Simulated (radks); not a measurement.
Pt65+, 13 electrons, occupied as [Ne] 3s2 3p1.

All-electron calculation, Dirac Kohn-Sham, BLYP, spin-unpolarised, spherical densities, finite nucleus; open shells fill j = l - 1/2 first; Fermi nuclear charge, rms radius 5.427 fm. Program: a radial shooting solver on a logarithmic mesh with Libxc functionals.

Energy parts (eV):
total: -362756.54
kinetic: 430141.73
electron-nucleus: -818619.05
Hartree: 30178.74
exchange-correlation: -4457.96

Orbitals (lengths in bohr, moments of r in powers of bohr):
orbital  occ.  eigenvalue (eV)      <r^2>       <r^4>
1s1/2       2        -83927.92  0.0004058   4.508e-07
2s1/2       2        -19111.07   0.005978  0.00006198
2p1/2       2        -18621.02   0.004221  0.00003657
2p3/2       4        -16842.17   0.005339  0.00005504
3s1/2       2        -7786.377    0.03361    0.001662
3p1/2       1        -7610.284    0.02994    0.001376
3p3/2       0        -7130.138    0.03440    0.001791
3d3/2       0        -6905.464    0.02498    0.001032
3d5/2       0        -6792.194    0.02616    0.001119
4s1/2       0        -4189.478     0.1169     0.01881

The highest occupied level is 3p1/2 at -7610.3 eV. The density falls to 0.001 e/bohr^3 at r = 0.50 bohr.
